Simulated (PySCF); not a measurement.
# Mayer bond orders and bond lengths

C9H12.
Atom-mapped SMILES: `[CH2:1]=[CH:2][C:3]1=[C:4]([CH:5]=[CH2:6])[CH2:7][CH2:8][CH2:9]1` (hydrogens: H10, H11 on C1; H12 on C2; H13 on C5; H14, H15 on C6; H16, H17 on C7; H18, H19 on C8; H20, H21 on C9)

Structure used (GFN2-xTB), in Å, numbered top down from 1:
```xyz
21
C9H12 angstrom
C      2.966   -0.755    0.760
C      1.856   -0.024    0.861
C      0.644   -0.258    0.122
C     -0.477    0.503    0.131
C     -0.700    1.711    0.880
C     -1.788    2.474    0.795
C     -1.511   -0.052   -0.815
C     -1.004   -1.464   -1.127
C      0.499   -1.417   -0.830
H      3.042   -1.601    0.099
H      3.844   -0.525    1.339
H      1.848    0.817    1.541
H      0.091    2.007    1.557
H     -2.608    2.239    0.138
H     -1.893    3.371    1.381
H     -1.548    0.567   -1.717
H     -2.509   -0.063   -0.375
H     -1.217   -1.767   -2.151
H     -1.484   -2.179   -0.457
H      1.079   -1.218   -1.736
H      0.861   -2.352   -0.399
```

Bond orders from the PBE0/pcSseg-1 density (PySCF). One conformer (not necessarily the lowest) at the GFN2-xTB geometry, without solvent, vibrations or thermal averaging.

Problem. Where do the orders between heavy atoms depart from those drawn in the SMILES?

Solution. The largest departure is 0.400, at C3–C4 (drawn double, 1.600). Drawn single, order above 1.12: C2–C3 (1.192) and C4–C5 (1.192). Drawn double or triple, more than 0.30 short of the drawn order: C3–C4 (1.600).

Problem. Set the Mayer orders of the bonds beside their lengths.

Solution. 
```json
{"bond": "C1–C2", "drawn as": "double", "length (Å)": "1.332", "Mayer order": "1.906"}
{"bond": "C2–C3", "drawn as": "single", "length (Å)": "1.439", "Mayer order": "1.192"}
{"bond": "C3–C4", "drawn as": "double", "length (Å)": "1.355", "Mayer order": "1.600"}
{"bond": "C4–C5", "drawn as": "single", "length (Å)": "1.439", "Mayer order": "1.192"}
{"bond": "C5–C6", "drawn as": "double", "length (Å)": "1.332", "Mayer order": "1.906"}
{"bond": "C4–C7", "drawn as": "single", "length (Å)": "1.507", "Mayer order": "1.038"}
{"bond": "C7–C8", "drawn as": "single", "length (Å)": "1.533", "Mayer order": "1.041"}
{"bond": "C8–C9", "drawn as": "single", "length (Å)": "1.533", "Mayer order": "1.041"}
{"bond": "C9–C3", "drawn as": "single", "length (Å)": "1.507", "Mayer order": "1.038"}
{"bond": "C1–H10", "drawn as": "single", "length (Å)": "1.076", "Mayer order": "0.948"}
{"bond": "C1–H11", "drawn as": "single", "length (Å)": "1.076", "Mayer order": "0.938"}
{"bond": "C2–H12", "drawn as": "single", "length (Å)": "1.082", "Mayer order": "0.937"}
{"bond": "C5–H13", "drawn as": "single", "length (Å)": "1.082", "Mayer order": "0.937"}
{"bond": "C6–H14", "drawn as": "single", "length (Å)": "1.076", "Mayer order": "0.948"}
{"bond": "C6–H15", "drawn as": "single", "length (Å)": "1.077", "Mayer order": "0.938"}
{"bond": "C7–H16", "drawn as": "single", "length (Å)": "1.094", "Mayer order": "0.924"}
{"bond": "C7–H17", "drawn as": "single", "length (Å)": "1.090", "Mayer order": "0.933"}
{"bond": "C8–H18", "drawn as": "single", "length (Å)": "1.089", "Mayer order": "0.955"}
{"bond": "C8–H19", "drawn as": "single", "length (Å)": "1.091", "Mayer order": "0.954"}
{"bond": "C9–H20", "drawn as": "single", "length (Å)": "1.094", "Mayer order": "0.924"}
{"bond": "C9–H21", "drawn as": "single", "length (Å)": "1.090", "Mayer order": "0.933"}
```

By pair of heavy elements: C–C: lowest C4–C7, C9–C3, C7–C8 and 1 more (1.038, 1.507 Å), highest C1–C2 and C5–C6 (1.906, 1.332 Å). Bonds named together lie within 0.004.

Problem. Sum the orders of all bonds at each heavy atom with more than one neighbour and set the sums beside the valence in the SMILES.

Solution. C1 3.792 (drawn 4), C2 4.035 (drawn 4), C3 3.830 (drawn 4), C4 3.830 (drawn 4), C5 4.035 (drawn 4), C6 3.792 (drawn 4), C7 3.936 (drawn 4), C8 3.991 (drawn 4), C9 3.936 (drawn 4). Orders between atoms that aren't bonded are not in these sums.

The Mayer order sums products of elements of PS (density times overlap matrix) between the two atoms' basis functions, so it depends on the basis set.

These values come from a run that also computed NMR shieldings. The run took 43 s wall on an Arm Neoverse V2 with one thread, on a shared host.
